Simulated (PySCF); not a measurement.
## Zinc: a sound run and one with changed settings

Sound run: Zn²⁺ [Ar] 3d10, Zn³⁺ [Ar] 3d9. All numbers are calculated (PySCF 2.14, scalar relativity by spin-free X2C-1e, in aug-cc-pVDZ-DK (7s6p4d2f, 59 functions)). In the sound run the correlated levels freeze [Ar]. The sound run starts from symmetry-adapted Hartree-Fock orbitals and uses a fine grid where one is needed.

Changed run: basis STO-3G, all-electron and non-relativistic. This setting is unsound on purpose.

| species | method | sound run (hartree) | changed run (hartree) | converged |
| --- | --- | --- | --- | --- |
| Zn²⁺ | UHF | -1793.36104 | -1755.88982 | yes |
| Zn²⁺ | M06-2X | -1794.94245 | -1756.97791 | yes |
| Zn²⁺ | LDA | -1791.85745 | -1753.85574 | yes |
| Zn²⁺ | MP2 | -1793.74337 | -1755.90174 | yes |
| Zn³⁺ | UHF | -1791.99838 | -1755.60926 | no |
| Zn³⁺ | M06-2X | -1793.49869 | -1756.63843 | yes |
| Zn³⁺ | LDA | -1790.36398 | -1753.50224 | yes |

Ionisation energy of Zn²⁺:

| method | sound run (eV) | changed run (eV) |
| --- | --- | --- |
| M06-2X | 39.287 | 9.238 |
| LDA | 40.639 | 9.619 |

A minimal basis cannot let orbitals breathe on ionisation and holds almost no correlation. The Hamiltonian changed with the basis, so the totals do not compare.

For comparison, NIST gives 39.723 eV between the lowest levels.
